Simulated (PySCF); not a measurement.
Spectrum to structure. The calculation used TDDFT PBE0/def2-SVPD, vertical, gas phase, core orbitals frozen in the response in PySCF. Geometries: GFN2-xTB, one conformer each.

| state | ν̃ (cm⁻¹) | f | main configurations (H = HOMO, L = LUMO) |
| --- | --- | --- | --- |
| S1 | 38200 | 0.853 | H→L (98%) |
| S2 | 46160 | 0.0091 | H→L+1 (56%), H-1→L (42%) |
| S3 | 48710 | 0.0047 | H→L+2 (85%) |
| S4 | 51490 | 0.011 | H→L+3 (64%), H-2→L (10%), H→L+1 (9%) |
| S5 | 51870 | 0.0017 | H-2→L (78%), H→L+3 (11%) |
| S6 | 52630 | 0.0014 | H→L+4 (89%) |

Triplets computed (Tamm–Dancoff): 2.50, 4.07 eV.

Question: Which structure fits? All have the formula C8H12.
A. `C(=C1CC1)C1CCC1`
B. `CC[C@@H]1[C@H]2C[C@@H]3[C@H]2[C@@H]31`
C. `C=C/C=C\C(=C)CC`

Answer: C. Its S1, at 4.74 eV, is the lowest among the candidates; the nearest of the others has S1 at 6.60 eV. S1 is HOMO→LUMO (98%). Löwdin shares by element: HOMO carbon 68% or more (atoms not listed hold the other 31%); LUMO carbon 65% or more (atoms not listed hold the other 35%). At the same level the other candidates give, for their lowest levels:
- `C(=C1CC1)C1CCC1`: 6.60 eV (f 0.000); 6.70 eV (f 0.558); 6.75 eV (f 0.012); 6.98 eV (f 0.001); 7.10 eV (f 0.012); T1 4.31 eV; HOMO -6.92, LUMO 0.30 eV
- `CC[C@@H]1[C@H]2C[C@@H]3[C@H]2[C@@H]31`: 6.97 eV (f 0.006); 7.25 eV (f 0.000); 7.34 eV (f 0.008); 7.44 eV (f 0.008); 7.54 eV (f 0.002); T1 6.88 eV; HOMO -7.11, LUMO 0.91 eV

Conformer computed: `[CH2:1]=[CH:2]/[CH:3]=[CH:4]\[C:5](=[CH2:6])[CH2:7][CH3:8]`: C1–C2–C3–C4 179°, C3–C4–C5–C6 179°, C4–C5–C7–C8 -77°.

Without π bonds the low states are Rydberg-like; a valence basis with one diffuse set may place them up to an eV too high.
